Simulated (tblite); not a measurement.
Species: C₇H₄N (doublet state).
SMILES with atom numbers: `[N:1]#[C:2][c:3]1[c:4][cH:5][cH:6][cH:7][cH:8]1` (hydrogens: H9 on C5; H10 on C6; H11 on C7; H12 on C8)

Calculated harmonic vibrations of the isolated species, GFN2-xTB (tblite), most abundant isotopes, no scaling. Against measured fundamentals such values can be off by several per cent, at times by over 20. Open shells enter through the occupations alone, without spin polarisation, and single modes of such species can be off by tens of per cent.

Harmonic wavenumbers (cm⁻¹): 125.2, 144.3, 320.6, 380.2, 427.9, 523.0, 533.6, 589.0, 628.4, 751.0, 760.5, 847.8, 894.1, 908.6, 954.2, 1068.7, 1126.2, 1160.3, 1201.5, 1225.6, 1278.6, 1391.4, 1434.8, 1511.4, 1599.5, 2377.3, 3069.9, 3075.3, 3082.7, 3088.4.

A = 6138, B = 1564, C = 1246 MHz; mass 102.034 u (most abundant isotopes); point group Cs, symmetry number 1; spin multiplicity 2.

Problem. Zero-point energy?

Solution. Half the sum of the wavenumbers: 18240 cm⁻¹ = 52.15 kcal/mol.

Problem. What is S at 400 K and 1 bar for an ideal gas of classical rigid rotors and harmonic oscillators?

Solution. Translation 41.26, rotation 28.56, vibration 18.68, spin (R ln 2) 1.38: S = 89.9 cal/(mol K).

Problem. And Cp and H(400 K) − H(0)?

Solution. Cp = 32.77 cal/(mol K), of which vibrations give 24.82 (their classical limit is 30 R = 59.6); H(400 K) − H(0) = 7.63 kcal/mol without the zero-point energy, 4.45 from vibrations.

Problem. Which modes carry the vibrational entropy at 400 K?

Solution. 125.2 cm⁻¹: 3.59; 144.3 cm⁻¹: 3.31; 320.6 cm⁻¹: 1.81; 380.2 cm⁻¹: 1.51; 427.9 cm⁻¹: 1.32; 523.0 cm⁻¹: 1.00 cal/(mol K); the other 24 give 6.14 together.

Problem. Blend soft modes into free rotors: weight 1/[1 + (100 cm⁻¹/ν̃)⁴] for the oscillator and the rest for a rotor with moment μB/(μ + B), μ = h/(8π²ν), B = 10⁻⁴⁴ kg m². What vibrational entropy results?

Solution. 18.40 cal/(mol K) in place of 18.68, which changes −T·S at 400 K by +0.11 kcal/mol.

Problem. What must be added to the electronic energy to get the Gibbs energy at 400 K and 1 bar?

Solution. ZPE + [H(400 K) − H(0)] − T·S = 52.15 + 7.63 − 35.96 = 23.82 kcal/mol.

Problem. How do the functions run with temperature in this model?

Solution. 
```tsv
T (K)	S (cal/(mol K))	Cp (cal/(mol K))	H − H(0) (kcal/mol)	G − H(0) (kcal/mol)	ln q(vib)
50	55.1	9.3	0.41	-2.34	0.04
100	62.3	11.9	0.94	-5.29	0.33
298.15	81.3	25.9	4.63	-19.60	2.43
373.15	87.7	31.1	6.77	-25.94	3.43
500	97.8	38.3	11.19	-37.72	5.23
750	115.3	47.7	22.06	-64.42	8.88
1000	129.9	53.4	34.75	-95.13	12.37
```

q(vib) and H(0) count from the zero-point level.

Hindered rotation and anharmonicity are outside this model.
